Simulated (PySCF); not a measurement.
Adding and removing an electron: CsZn

M06-2X; basis Cs def2-SVP with ECP46, Zn def2-SVP; scalar-relativistic core potentials; PySCF 2.14. Neutral (UKS): doublet (σ ↑), Re = 4.367 Å, ωe = 30.3 cm⁻¹, De = 0.09 eV, HOMO -3.18 eV, LUMO -1.68 eV.

CsZn⁺ (UKS): singlet (closed shell), Re = 3.994 Å, ωe = 48.9 cm⁻¹, De = 0.12 eV to Cs⁺ + Zn. The energies at the minima are -1799.20240 hartree for CsZn and -1799.06324 for CsZn⁺.

Question: Work out the adiabatic ionisation energy, without and with harmonic zero-point energies (1 hartree = 27.2114 eV, 1 eV = 8065.5 cm⁻¹), and the change of the bond length.

Answer: At M06-2X: 0.13916 hartree = 3.787 eV between the minima; the zero-point term (48.9 − 30.3)/2 cm⁻¹ = +0.001 eV makes it 3.788 eV. Re changes by -37.3 pm against the neutral. The electron leaves a σ orbital, and the shorter bond of the ion fits an antibonding orbital, or a change in how ionic the bond is.

Closed-shell solutions of metal pairs were not tested for spin polarisation, which can lower them a little. Weak bonds: CsZn, CsZn⁺. Basis-set superposition, not corrected here, can be much of De in a small basis, most of all at correlated wavefunction levels. Spin–orbit coupling is left out. For an ion De counts to the pair picked by the measured ionisation energies or electron affinities, which need not be the lowest pair at this level. States were picked by a PBE0 search and need not be the measured ground states.
